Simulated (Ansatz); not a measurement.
Geometry optimisation, RKS PBE0/def2-SVP (Ansatz).

Input file:

```yaml
crystal:
  periodic: [false, false, false]
  atoms:
    - { symbol: W, position_ang: [-0.123563, -0.259122, 0.13404] }
    - { symbol: H, position_ang: [0.712047, -0.459577, 1.618725] }
    - { symbol: H, position_ang: [1.520313, -0.370503, -0.056633] }
    - { symbol: H, position_ang: [0.595005, 0.638874, -1.060488] }
    - { symbol: H, position_ang: [-0.881454, 1.239761, -0.144393] }
    - { symbol: H, position_ang: [-1.064642, -1.600221, -0.343923] }
    - { symbol: H, position_ang: [0.471176, -1.057259, -1.189566] }
    - { symbol: "N", position_ang: [1.357099, 2.227955, 1.65389] }
    - { symbol: H, position_ang: [1.86505, 2.147047, 0.772967] }
    - { symbol: H, position_ang: [0.435282, 2.616475, 1.458206] }
    - { symbol: H, position_ang: [1.253785, 1.272971, 2.050175] }
basis:
  gaussian: { orbitals: def2-SVP }
hamiltonian:
  xc: pbe0
relax:
  f_tol: 0.03
  max_steps: 50
```

Run as:

```bash
$ ansatz run input.yaml --threads 2 --pin off --max-ram 3072MiB --backend cpu --events-out ev --progress --plain --runs-dir out
```

Question: Where does it end, and by what steps?

Answer: The run converged. After 16 steps the energy has fallen by 0.839 eV; N8 moved furthest, 0.72 Å. Joined: W1–N8.

```csv
step,energy less start (eV),largest force component (eV/Å),accepted
0,0.0000,0.836,yes
1,-0.0447,1.031,yes
2,-0.0637,1.096,yes
3,-0.1633,0.649,yes
4,-0.4360,1.975,yes
5,-0.7502,0.471,yes
6,-0.8020,0.139,yes
7,-0.8007,0.424,no
8,-0.8046,0.169,yes
9,-0.8145,0.062,yes
10,-0.8251,0.080,yes
11,-0.7863,0.901,no
12,-0.8312,0.060,yes
13,-0.8316,0.219,yes
14,-0.8318,0.327,yes
15,-0.8383,0.050,yes
16,-0.8389,0.026,yes
```

```xyz
11
Properties=species:S:1:pos:R:3
W -0.020 -0.095 0.152
H 0.546 -0.518 1.711
H 1.613 -0.430 0.123
H 0.968 0.601 -0.996
H -0.653 1.411 -0.359
H -1.193 -1.310 -0.290
H 0.486 -1.107 -1.078
N 0.977 1.742 1.277
H 1.239 2.468 0.612
H 0.359 2.175 1.963
H 1.818 1.460 1.778
```

Whether the end is a true minimum wasn't checked by a vibrational analysis.

The run took 66 s on 2 threads of Arm Neoverse N1, on a shared host, peak memory 0.17 GiB.
